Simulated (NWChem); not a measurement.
System: C$_{3}$H$_{3}$ cation

```xyz
6

C      0.0000     0.0000    -1.3386
C      0.0000     0.0000    -0.1033
C      0.0000     0.0000     1.2447
H      0.0000     0.0000    -2.4259
H      0.0000     0.9468     1.8079
H      0.0000    -0.9468     1.8079
```
Atoms are numbered in this order, from 1.

Results from NWChem. Coordinates come from a PBE0/def2-SVP optimisation. Level: PBE0/def2-SVP with SMD (1 M gas to 1 M solution), gas-phase geometry. Reactions with the solvent are ignored.

### Question
Order these by “cavity-dispersion-structure term (kcal/mol)”, lowest first: 1-propanol; water; chloroform.

### Answer
chloroform (0.3), 1-propanol (2.1), water (4.3)
